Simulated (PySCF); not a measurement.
ClH3Si.

```xyz
5

Si     0.0000     0.0000    -0.9919
Cl     0.0000     0.0000     1.0744
H      1.2122     0.6999    -1.4596
H     -1.2122     0.6999    -1.4596
H      0.0000    -1.3997    -1.4596
```
Charge 0, spin multiplicity 1.

Coordinates come from a B3LYP-D3(BJ)/def2-TZVP optimisation. The isomer is the one that the SMILES or the coordinates give; other isomers of the formula were not compared.

Level of theory: PySCF with HF/pcSseg-2. Non-relativistic, no solvent.

**Question.** Give the absolute GIAO shielding of each atom: isotropic value and principal components (ppm). (The exact figures need the calculation; the answer reports its results.)

**Answer.** 
```tsv
atom	σ(iso)	σ11	σ22	σ33	span
Si1	422.5	400.6	400.6	466.3	65.7
Cl2	1051.6	1048.7	1048.7	1057.4	8.6
H3	27.2	23.6	25.3	32.6	9.0
H4	27.2	23.6	25.3	32.6	9.0
H5	27.2	23.6	25.3	32.6	9.0
```
